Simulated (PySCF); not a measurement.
Structure with atom numbers: `[CH2:1]=[CH:2][C@@H:3]1[C@H:4]2[C@@H:5]([C:6]#[N:7])[C@@H:8]12`; H(Xn) means a hydrogen on atom n. Ha(C1) is cis to C3; Hb(C1) is trans to C3.

PySCF calculation with coordinates at the PBE0-D3(BJ)/def2-SVP level, shielding tensors at CAM-B3LYP/pcSseg-1 (GIAO) and spin–spin couplings from B3LYP/pcJ-1 (spin–dipole term only in couplings to heteroatoms); non-relativistic, averaged over atoms made equivalent by symmetry, fast rotation or ring inversion, one conformer, no solvent model.

Shifts are taken against calculated references (same method and geometry level): 1H vs TMS.

The spectrum was simulated from the full spin Hamiltonian at 400 MHz with 1.0 Hz Lorentzian lines, from shifts rounded to 0.01 ppm and J to 0.1 Hz, couplings under 1 Hz left out.

Question: List the maxima of its 1H spectrum with integrals.

Answer: 
Maxima in ppm (height), grouped by integral:
1H: 6.348 (11), 6.332 (11), 6.317 (12), 6.301 (24), 6.284 (12), 6.269 (13), 6.253 (13)
1H: 5.385 (49), 5.354 (46)
1H: 5.103 (49), 5.056 (46)
2H: 2.034 (95), 2.026 (100)
1H: 1.898 (48), 1.882 (48)
1H: 1.757 (27), 1.750 (49), 1.743 (24)

Question: Summarise it as multiplets with assignments.

Answer: 1H NMR (400 MHz, computed): δ 6.30 (ddd, J = 19.1, 12.5, 6.5 Hz, 1H, H(C2)), 5.37 (d, J = 12.5 Hz, 1H, Hb(C1)), 5.08 (d, J = 19.1 Hz, 1H, Ha(C1)), 2.03 (d, J = 2.8 Hz, 2H, H(C4)/H(C8)), 1.89 (d, J = 6.5 Hz, 1H, H(C3)), 1.75 (t, J = 2.8 Hz, 1H, H(C5)). These are first-order names; overlap and second-order distortion can hide them in the list.

Multiplet labels drop couplings under 1 Hz and merge nearly equal ones. Unscaled 3J(H,H) at this level run about 10 % above measured values. Couplings across =CH–CH2 type bonds come from one rotamer and its mirror image, and can be 1–2 Hz further off. Vicinal couplings across rotatable single bonds and in flexible rings belong to the one computed conformer; a conformer average would change them.
